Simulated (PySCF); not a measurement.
CH6FNOSi. Atoms are numbered in the order given.

```xyz
11

C      1.2647    -1.3151     0.1261
Si    -0.0290     0.0098     0.0046
N     -1.4125    -0.5758    -0.7972
O     -0.5465     0.6249     1.4565
F      0.6874     1.2761    -0.7535
H      1.5228    -1.7042    -0.8724
H      0.9068    -2.1550     0.7411
H      2.1891    -0.9224     0.5777
H     -1.3612    -1.2405    -1.5591
H     -2.2946    -0.0776    -0.7718
H     -0.0724     1.3996     1.7739
```
Charge 0, spin multiplicity 1.

Geometry optimised at ωB97X-D3(BJ)/def2-SVP. This is a generated structure with no PubChem entry under its InChIKey; it may be hypothetical. One conformer was computed; it need not be the lowest.

All values below come from KT2/pcSseg-1 (PySCF).

GIAO shieldings, no solvent; atoms listed in one row are averaged. δ = σ(ref) − σ: ¹³C against TMS (σ = 185.1 ppm); ²⁹Si against TMS (σ = 361.9 ppm); ¹⁵N against NH3 (σ = 266.2 ppm); ¹⁷O against H2O (σ = 330.4 ppm); ¹⁹F against CFCl3 (σ = 127.1 ppm); ¹H against TMS (σ = 31.47 ppm), references at their B3LYP-D3(BJ)/def2-TZVP geometries, non-relativistic.

Computed chemical shifts:
```csv
nucleus,atoms,count,δ (ppm)
¹³C,C1,1,-2.5
²⁹Si,Si2,1,-16.7
¹⁵N,N3,1,33.4
¹⁷O,O4,1,53.1
¹⁹F,F5,1,-155.8
¹H,H11,1,1.52
¹H,H10,1,1.30
¹H,H9,1,1.02
¹H,"H6, H7, H8",3,0.36
```
